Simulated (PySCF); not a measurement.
Compound: C5H3O3 (doublet state).
Numbering: `[O:1]=[C:2]([OH:3])[c:4]1[cH:5][c:6][cH:7][o:8]1` (hydrogens: H9 on O3; H10 on C5; H11 on C7)

Structure used (GFN2-xTB), in Å, numbered top down from 1:
```
atom  x, y, z in Å
O1     2.0507   -0.1427   -1.3446
C2     1.4740   -0.1460   -0.2885
O3     2.1006   -0.2903    0.8904
C4     0.0300    0.0037   -0.1189
C5    -0.7377    0.0174    1.0303
C6    -2.0388    0.1920    0.5639
C7    -2.0121    0.2741   -0.7924
O8    -0.7472    0.1595   -1.2175
H9     3.0546   -0.3869    0.7412
H10   -0.3866   -0.0847    2.0347
H11   -2.7821    0.4066   -1.5247
```

Computed geometry: GFN2-xTB, gas phase. This method treats the open shell by occupation alone, without spin polarisation.

Masses are those of the commonest isotopes; rigid-rotor values at the optimised geometry. The values belong to one conformer with, in the numbering `[O:1]=[C:2]([OH:3])[c:4]1[cH:5][c:6][cH:7][o:8]1`, O1–C2–O3–H 0°, O1–C2–C4–C5 180°.

(1) What are A, B and C (MHz)?

(2) Classify the top.

(3) What does the inertial defect say?

(4) List the rotational levels J(Ka,Kc) to J = 4 (cm⁻¹).

(5) Estimate the classical rotational partition function at 100 K, 200 K and 298.15 K.

Results:

(1) Ia = 94.12, Ib = 296.84, Ic = 390.97 u·Å²; 505379 MHz·u·Å²/I gives A = 5369, B = 1703, C = 1293 MHz.

(2) An asymmetric top: κ = (2 × 1703 − 5369 − 1293)/(5369 − 1293) = -0.80.

(3) Planar: Δ = Ic − Ia − Ib = 0.00 u·Å². For a rigid frame Δ = −2 Σ m c², so it vanishes when all atoms lie in the ab plane; here none is more than 0.01 Å from it.

(4) Above 0(0,0):
J = 1: 1(0,1) 0.0999, 1(1,1) 0.2222, 1(1,0) 0.2359
J = 2: 2(0,2) 0.2986, 2(1,2) 0.4084, 2(1,1) 0.4494, 2(2,1) 0.8163, 2(2,0) 0.8174
J = 3: 3(0,3) 0.5941, 3(1,3) 0.6869, 3(1,2) 0.7689, 3(2,2) 1.1160, 3(2,1) 1.1214, 3(3,1) 1.7624, 3(3,0) 1.7625
J = 4: 4(0,4) 0.9833, 4(1,4) 1.0572, 4(1,3) 1.1935, 4(2,3) 1.5148, 4(2,2) 1.5306, 4(3,2) 2.1641, 4(3,1) 2.1644, 4(4,1) 3.0663, 4(4,0) 3.0663

(5) Point group Cs, symmetry number σ = 1; q = (√π/σ)·√((kT/h)³/(ABC)), k/h = 20836.6 MHz/K: 49000 at 100 K, 139000 at 200 K, 252000 at 298.15 K.

For this open shell read J as N, the rotation without spin; fine and hyperfine splittings come on top. Whether it is a minimum is left open (no frequencies). No vibrational averaging or centrifugal distortion is included, and the geometry carries the error of its method.
